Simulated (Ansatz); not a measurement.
Computed with Ansatz on PBE0-D4/def2-TZVP structures; ΔE is electronic, products minus reactants. CBS: MP2 limit from def2 TZ/QZ plus the TZ coupled-cluster correction, frozen cores. This one scheme is used for every species. Functionals use def2-TZVPP. One conformer a species, not always the lowest.

`N[Si](Cl)(Cl)[Si](N)(Cl)Cl` → `Cl[Si]Cl` + `N[Si](N)(Cl)Cl`  (silylene formation by 1,1-elimination)

`N[Si](Cl)(Cl)[Si](N)(Cl)Cl`:

Cartesian coordinates in Å:
```
N 1.925 -0.457 1.081
Si 0.647 -1.074 0.159
Cl 1.469 -2.343 -1.214
Cl -0.640 -2.072 1.420
Si -0.719 0.472 -0.926
N -1.629 1.300 0.246
Cl -1.834 -0.495 -2.361
Cl 0.413 1.886 -1.889
H 1.763 0.114 1.894
H 2.835 -0.316 0.675
H -2.011 2.211 0.045
H -2.220 0.773 0.870
```

`Cl[Si]Cl`:

```xyz
3

Cl    0.833   -0.893    1.132
Si   -0.135    0.782    0.376
Cl   -0.698    0.111   -1.508
```

`N[Si](N)(Cl)Cl`:

Cartesian coordinates in Å:
```
N 0.594 0.046 1.345
Si -0.014 -0.429 -0.157
N -0.561 0.937 -0.986
Cl 1.312 -1.326 -1.448
Cl -1.419 -1.866 0.281
H 1.303 0.760 1.398
H 0.651 -0.610 2.105
H -0.641 0.930 -1.989
H -1.225 1.558 -0.550
```

CCSD(T)/CBS gives +132.7 kJ/mol.

Q: Another level gave +147.4 kJ/mol. Which?
A. CCSD/def2-TZVPP
B. BLYP/def2-TZVPP
C. BLYP-D4/def2-TZVPP
D. r2SCANh-D4/def2-TZVPP

A: D. r2SCANh-D4 147.4, BLYP 80.8, CCSD/def2-TZVPP 122.5, BLYP-D4 116.8 kJ/mol.

Largest T1 diagnostic among the species: 0.013.

From PBE to PBE0 (25 % exact exchange), in def2-TZVPP and without D4, ΔE moves by +12.7 kJ/mol. Leaving LDA and LC-ωPBE aside and taking each functional with its dispersion term where it has one, the values, not all of them listed here, spread over 34.9 kJ/mol, from B2PLYP to r2SCAN0-D4. LDA lies +32.3 kJ/mol from PBE without D4. In def2-TZVPP, CCSD(T) changes the Hartree–Fock value by +19.0 kJ/mol (the triples alone add +3.4 kJ/mol) and MP2 by +33.5 kJ/mol.
